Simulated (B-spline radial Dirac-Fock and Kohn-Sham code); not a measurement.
**Atomic SCF run for In⁶⁺**

ΔSCF core binding energies without Breit or QED terms, calculated with a radial finite-basis atomic code. Keys: rel is the Hamiltonian (dirac, or spin-free x2c and nr, where L3 and M5 stand for the whole 2p and 3d shells), method is hf or an exchange,correlation pair (spin-unpolarised, also for the hole states), nuc the nuclear model, radius_factor scales its radius, rmax is the box in bohr, h the logarithmic mesh step, order the B-spline order, points the quadrature points per cell, c_factor scales the speed of light, and damp, ndamp, maxit and tol steer the iteration. The run stops when the commutator error falls below 10·tol·max(1, Z/10), or the numerical noise floor, and the energy has settled to about 1e-8 Ha; the virial ratio is −V/T.

Input (task.json):

```json
{"items": [{"Z": 49, "q": 6, "cfg": [[1, 0, 2], [2, 0, 2], [2, 1, 6], [3, 0, 2], [3, 1, 6], [3, 2, 10], [4, 0, 2], [4, 1, 6], [4, 2, 7]], "A": 115, "rrms": 4.6156, "do": "settings", "holes": ["K", "L3", "M5"],
  "settings": [{"rel": "dirac", "method": "hf", "nuc": "fermi", "radius_factor": 1.0, "rmax": 2.0, "h": 0.3, "order": 8, "points": 10, "c_factor": 1.0, "maxit": 85, "damp": 0.5, "ndamp": 3, "tol": 1e-08}]}]}
```

Command: `python xray2_run.py task.json out`

Ground-state iterations:

```
iter   energy (Ha)        error
   1    -5861.29705830  1.74e+00
   2    -5868.24770615  3.19e-01
   3    -5868.99431915  8.27e-02
   4    -5869.06539108  1.94e-02
   5    -5869.07251921  1.24e-02
   6    -5869.07353420  5.27e-04
   7    -5869.07353884  2.82e-05
   8    -5869.07353886  3.70e-06
   9    -5869.07353886  1.97e-07
```

The ground state converged in 9 iterations, with total energy -5869.07354 Ha, virial ratio 1.94961 and highest orbital energy -101.32 eV. ΔSCF binding energies: K (1s) 28123.6 eV, L3 (2p3/2) 3832.4 eV, M5 (3d5/2) 537.9 eV.

Q: One setting is unsound. Which, and why?

A: rmax squeezes the outer orbitals. With the default settings (Dirac Hartree-Fock): The ground state converged in 10 iterations, with total energy -5870.59363 Ha, virial ratio 1.95152 and highest orbital energy -112.42 eV. ΔSCF binding energies: K (1s) 28136.8 eV, L3 (2p3/2) 3845.5 eV, M5 (3d5/2) 549.6 eV.
